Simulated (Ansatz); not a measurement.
Consider the germylene formation by 1,1-elimination: `[F][Ge]([SiH3])([SH])[Cl]` → `[F][Ge][Cl]` + `[SiH3]S`.

Isolated molecules relaxed with PBE0-D4/def2-TZVP in Ansatz; ΔE leaves out vibrations. CBS: MP2 limit from def2 TZ/QZ plus the TZ coupled-cluster correction, frozen cores. For Ge outer-core shells are correlated without core-valence functions, which leaves a few kJ/mol of doubt a bond. Scalar relativity is left out up to krypton. Each species was taken in one conformer, which may not be the lowest.

```tsv
species	HF/def2-QZVPP energy (Eh)
`[F][Ge]([SiH3])([SH])[Cl]`	-3323.38287
`[F][Ge][Cl]`	-2634.50813
`[SiH3]S`	-688.85910
```

Question: Work out ΔE.

Answer: ΔE = (-2634.50813) + (-688.85910) − (-3323.38287) = 0.01564 Eh = +41.1 kJ/mol. CCSD(T)/CBS gives +58.4 kJ/mol.

Largest T1 diagnostic among the species: 0.014.

In def2-TZVPP, CCSD(T) changes the Hartree–Fock value by +27.3 kJ/mol (the triples alone add +3.2 kJ/mol) and MP2 by +34.5 kJ/mol. The D4 term adds +18.6 kJ/mol with B3LYP and +10.5 kJ/mol with PBE0; it sums over pairs of atoms, weighted by their polarisabilities, and B3LYP, whose exchange is more repulsive, gets the larger term.

B3LYP here is the variant with VWN-RPA as its local correlation; programs differ in this.
